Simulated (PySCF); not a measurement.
Species: C5H11Si2 (doublet state).
Geometry (GFN2-xTB, Å), atoms numbered from 1 in this order:
```xyz
18
C5H11Si2 angstrom
C      2.0472    0.8470    0.0637
C      2.1260   -0.4985    0.2629
C      1.0737   -1.4026    0.3606
C     -0.3443   -1.0928    0.2598
Si    -1.0066   -0.1240   -1.2978
C     -1.8045    1.1383   -0.0938
Si    -1.1143    0.2433    1.4553
H      1.1086    1.3606   -0.0343
H      2.9370    1.4478   -0.0005
H      3.1193   -0.9246    0.3564
H      1.3400   -2.4384    0.5289
H     -0.9054   -2.0245    0.3627
H     -1.9746   -0.9119   -2.0687
H      0.0270    0.3937   -2.1892
H     -2.8898    1.1741   -0.1417
H     -1.4617    2.1625   -0.2161
H     -0.1428    0.9821    2.2552
H     -2.1437   -0.3258    2.3307
```

The hyperfine couplings belong to this conformer and change with its torsions.

As a line formula: `[SiH2]1C[SiH2]C1/C=C\[CH2]` [radical].

Level of theory: PySCF, UKS B3LYP, pcH-1 on C H Si, non-relativistic, mean-field spin-orbit, GIAO. One conformer (not necessarily the lowest) at the GFN2-xTB geometry, without solvent, vibrations or thermal averaging. Couplings are sensitive to structure, and on GFN2-xTB geometries they can be far from those on DFT ones. Stability of the SCF solution: not tested.

Principal values of hyperfine tensors in MHz (contact, dipolar and spin–orbit terms together), for some of the nuclei:

```tsv
atom	isotope	A1	A2	A3
Si7	29Si	-86.07	-62.45	-62.00
Si5	29Si	-81.79	-58.87	-58.42
C3	13C	3.41	5.26	152.37
C1	13C	2.35	4.09	136.82
C2	13C	-68.57	-34.15	-27.99
H9	1H	-59.19	-37.34	-14.67
H8	1H	-54.45	-36.17	-15.19
C4	13C	-23.12	-20.38	-19.38
```

Q: Split each tensor into its isotropic and traceless parts, and turn a_iso into mT with g = 2.0028.

A: a_iso = (A1 + A2 + A3)/3, Ti = Ai − a_iso; 1 mT corresponds to 28.032 MHz. The tensors hold a spin–orbit part: the run splits a_iso into a_FC + a_SO, and T includes its anisotropic share.

```
atom  a_iso (MHz)    a_FC   a_SO  a_iso (mT)      T1      T2     T3
 Si7       -70.18  -70.29   0.12      -2.503  -15.89    7.72   8.17
 Si5       -66.36  -66.47   0.11      -2.367  -15.43    7.49   7.94
  C3        53.68   53.75  -0.07       1.915  -50.27  -48.42  98.69
  C1        47.75   47.82  -0.07       1.704  -45.40  -43.67  89.07
  C2       -43.57  -43.59   0.02      -1.554  -25.01    9.42  15.58
  H9       -37.07  -37.07   0.01      -1.322  -22.12   -0.27  22.40
  H8       -35.27  -35.28   0.01      -1.258  -19.18   -0.90  20.08
  C4       -20.96  -20.98   0.02      -0.748   -2.15    0.58   1.58
```

Q: What spin density at the nucleus of C4 lies behind its contact coupling (g_N = 1.40482)?

A: a_FC = 800.24 MHz bohr³ × g_N × ρ(0)/(2S). With a_FC = -20.98 MHz and 2S = 1, ρ(0) = -0.01866 bohr⁻³.

Q: H11 (1H, g_N = 5.58569) isn't in the table. Its spin density at the nucleus is -0.009181 bohr⁻³. What is its contact coupling?

A: By the same relation, a_FC = -41.0 MHz. Its full tensor has the principal values -65.12, -41.30, -16.67 MHz.

Q: Which nucleus of the table has the largest anisotropic coupling, and what is its form?

A: C3: -50.3, -48.4, 98.7 MHz, axial, in the ratio −1:−1:+2, the form that spin in one p orbital centred on that nucleus gives.

Q: In a single crystal, with the field along each principal axis of the tensor of C3 in turn, what first-order splitting does this nucleus give (isotropic g, quadrupole terms neglected)?

A: 2 lines (I = 1/2), spaced by |A_i|/(g × 13.996): 0.12, 0.19, 5.44 mT along the axes of A1, A2 and A3.
